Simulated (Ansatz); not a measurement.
Ansatz (a quantum-chemistry and plane-wave program) input:
A basis named .json is the Basis Set Exchange file of that set.

Ansatz 0.2 input:
```yaml
crystal:
  periodic: [false, false, false]
  atoms:
    - {symbol: Ca, position_ang: [-0.00000000, -0.00000000, -0.52111138]}
    - {symbol: O, position_ang: [0.00000000, 0.00000000, 1.30277845]}
basis:
  gaussian:
    orbitals: def2-TZVPPD.json
total_charge: -1
magnetization: {spin_polarized: true, initial_magnetization: 1}
correlation: {method: ccsd_t, electrons: outside_noble_gas}
```

Q: What final total energy does it print?

A: -751.90472 Eh (CCSD(T)/def2-TZVPPD). The basis has 76 functions.

This state (charge -1, doublet) is run at the relaxed geometry of the species with charge 0 and multiplicity 1.
